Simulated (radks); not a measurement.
The numbers below are computed, except where a source is named.
Yb10+, 60 electrons, occupied as [Kr] 4d10 4f11 5s1 5p2 (not the ground configuration).

Level of theory: non-relativistic Kohn-Sham, PBE, spin-polarised, spherical densities, point nucleus; open shells are filled with parallel spins first (spin-orbit coupling, left out, can overturn this in heavy ions); relativity is left out, which matters for an element this heavy (a radial shooting solver on a logarithmic mesh with Libxc functionals).

Energy parts (eV):
part                      energy
total                 -363656.05
kinetic                363565.49
electron-nucleus      -854781.83
Hartree                134994.39
exchange-correlation    -7434.09

Orbitals (lengths in bohr, moments of r in powers of bohr):
orbital  occ.  eigenvalue (eV)      <r^2>
1s up       1        -56945.10  0.0006265
1s down     1        -56944.74  0.0006265
2s up       1        -9391.621   0.009864
2s down     1        -9391.352   0.009864
2p up       3        -8985.564   0.007309
2p down     3        -8985.241   0.007309
3s up       1        -2245.435    0.06257
3s down     1        -2243.172    0.06251
3p up       3        -2060.003    0.05812
3p down     3        -2057.895    0.05806
3d up       5        -1714.345    0.04563
3d down     5        -1712.775    0.04557
4s up       1        -577.2439     0.3089
4s down     1        -573.5349     0.3086
4p up       3        -501.5693     0.3218
4p down     3        -497.8189     0.3214
4d up       5        -364.6869     0.3532
4d down     5        -360.8106     0.3520
5s up       1        -203.0496      1.448
5s down     0        -196.9607      1.459
4f up       7        -189.1113     0.4688
4f down     4        -184.7703     0.4631
5p up       2        -177.9775      1.631
5p down     0        -172.0304      1.652

The highest occupied level is 5p up at -177.98 eV. The configuration is held as typed, so some empty levels lie below it. The electron density at the nucleus is 2.45e+05 e/bohr^3. Summed over all electrons, <r^2> = 16.91 bohr^2, which gives a Langevin (diamagnetic) susceptibility term of -13.4 x 10^-6 cm^3/mol. Spin moment in Bohr magnetons: 6. Virial ratio -V/T = 2.00025.
